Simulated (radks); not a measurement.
Task: The mean radii <r> (bohr) of the occupied orbitals of an atom or ion are listed with their occupations. Method: Dirac Kohn-Sham, XLYP, spin-unpolarised, spherical densities, finite nucleus; Fermi nuclear charge, rms radius of each element as measured or else 0.836 A^(1/3) + 0.57 fm; computed with a radial shooting solver on a logarithmic mesh with Libxc functionals.

| orbital | occ. | <r> |
|---|---|---|
| 1s1/2 | 2 | 0.02781 |
| 2s1/2 | 2 | 0.1194 |
| 2p1/2 | 2 | 0.1008 |
| 2p3/2 | 4 | 0.1064 |
| 3s1/2 | 2 | 0.3219 |
| 3p1/2 | 2 | 0.3122 |
| 3p3/2 | 4 | 0.3237 |
| 3d3/2 | 4 | 0.2947 |
| 3d5/2 | 6 | 0.2983 |
| 4s1/2 | 2 | 0.7643 |
| 4p1/2 | 2 | 0.8012 |
| 4p3/2 | 4 | 0.8299 |
| 4d3/2 | 4 | 0.9621 |
| 4d5/2 | 6 | 0.9741 |
| 5s1/2 | 2 | 1.980 |
| 5p1/2 | 2 | 2.302 |

Name the element and its charge. Open shells, if any, fill j = l - 1/2 first.

Result: Z = 52, tellurium, charge +2: Te2+ in [Kr] 4d10 5s2 5p2. The 1s radius gives Z: for a bare nucleus <r> = (2 gamma + 1)/(2Z) with gamma = sqrt(1 - (Z/c)^2), 0.02741 bohr for Z = 52, and screening makes it slightly larger (0.02781 here). The occupations add up to 50, and the charge is Z minus that.
